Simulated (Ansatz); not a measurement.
Coupled-cluster diagnostics for the cluster Rh5⁺ (the lowest singlet isomer of a short search), Ansatz.

Geometry of the singlet (r2SCAN-D4/def2-SVP):

Cartesian coordinates in Å:
```
Rh 1.517 0.105 -0.845
Rh -0.321 1.627 -0.523
Rh -1.125 0.273 1.299
Rh -0.786 -0.757 -0.909
Rh 0.714 -1.248 0.977
```

In the def2 sets Rh takes a core potential; there is no spin–orbit coupling. Correlated methods freeze no core orbitals; core or outer-core shells of Rh are correlated, in sets that lack core-valence functions. No other spin state of charge 1 was run. The structure comes from a short search, and lower isomers may exist.

**Question.** Estimate the CCSD(T) correlation energy, the shares of MP2 and (T), T1 and the reference's ⟨S²⟩ for: charge 1, singlet, own geometry in def2-SVP; and the rough time on 4 threads of Arm Neoverse V1 on a shared host.

**Answer.** 
| state | basis | correlation (eV) | MP2 share (%) | (T) share (%) | T1 | ⟨S²⟩ (pure) | wall time | remarks |
| --- | --- | --- | --- | --- | --- | --- | --- | --- |
| charge 1, singlet, own geometry | def2-SVP | -59.170 | 96.1 | 9.5 | 0.098 | 0.00 (0.00) | 9.7 min | flagged by the program, large T1 (0.098), restricted SCF unstable |
Customary marks for T1 are 0.02 (closed shells), 0.045 (open shells) and about 0.05 (3d metals). T1 exceeds 0.02 in 1 of 1 rows and 0.045 in 1; the higher it lies, the less the single-reference result can be trusted.
